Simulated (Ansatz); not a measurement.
Geometry optimisation, RKS LDA/def2-SVP (Ansatz 0.2.0).

input.yaml

```yaml
crystal:
  periodic: [false, false, false]
  atoms:
    - { symbol: Si, position_ang: [-0.510566, -0.175374, -0.525493] }
    - { symbol: Si, position_ang: [-0.244528, 0.162877, 2.87116] }
    - { symbol: H, position_ang: [-0.745123, 0.545618, 4.239525] }
    - { symbol: H, position_ang: [0.852953, -0.856984, 3.000509] }
    - { symbol: H, position_ang: [0.334275, 1.397995, 2.222953] }
    - { symbol: H, position_ang: [0.632697, -0.602098, 0.346323] }
    - { symbol: "N", position_ang: [-0.637248, 1.520043, -0.514697] }
    - { symbol: H, position_ang: [-1.162226, 2.025099, -1.233395] }
    - { symbol: H, position_ang: [-0.55783, 2.047398, 0.359876] }
    - { symbol: H, position_ang: [-0.362558, -0.632184, -1.944775] }
    - { symbol: F, position_ang: [-1.816049, -0.934533, 0.043101] }
    - { symbol: H, position_ang: [-1.342898, -0.368357, 2.038011] }
basis:
  gaussian: { orbitals: def2-SVP }
hamiltonian:
  xc: lda
relax:
  f_tol: 0.03
  max_steps: 50
```

Command:

```bash
$ ansatz run input.yaml --threads 2 --pin off --max-ram 3072MiB --backend cpu --events-out ev --progress --plain --runs-dir out
```

**Question.** Where does it end, and by what steps?

**Answer.** It converged. The force dipped under the threshold on the way, but the program's further checks kept it going. After 7 steps the energy has fallen by 0.052 eV; F11 moved furthest, 0.23 Å.

| step | energy less start (eV) | largest force component (eV/Å) | accepted |
| --- | --- | --- | --- |
| 0 | 0.0000 | 0.619 | yes |
| 1 | -0.0395 | 0.249 | yes |
| 2 | 0.0141 | 1.163 | no |
| 3 | -0.0484 | 0.043 | yes |
| 4 | -0.0506 | 0.080 | yes |
| 5 | -0.0452 | 0.314 | no |
| 6 | -0.0515 | 0.019 | yes |
| 7 | -0.0519 | 0.020 | yes |

```xyz
12
Properties=species:S:1:pos:R:3
Si -0.530 -0.203 -0.636
Si -0.226 0.205 2.964
H -0.700 0.636 4.326
H 0.896 -0.786 3.095
H 0.292 1.421 2.233
H 0.575 -0.686 0.261
N -0.626 1.490 -0.503
H -1.137 2.061 -1.182
H -0.537 1.944 0.412
H -0.331 -0.556 -2.080
F -1.875 -1.001 -0.165
H -1.359 -0.398 2.178
```

Whether the end is a true minimum wasn't checked by a vibrational analysis.

The run took 11 s on 2 threads of Arm Neoverse V2 (shared host), peak memory 0.14 GiB.
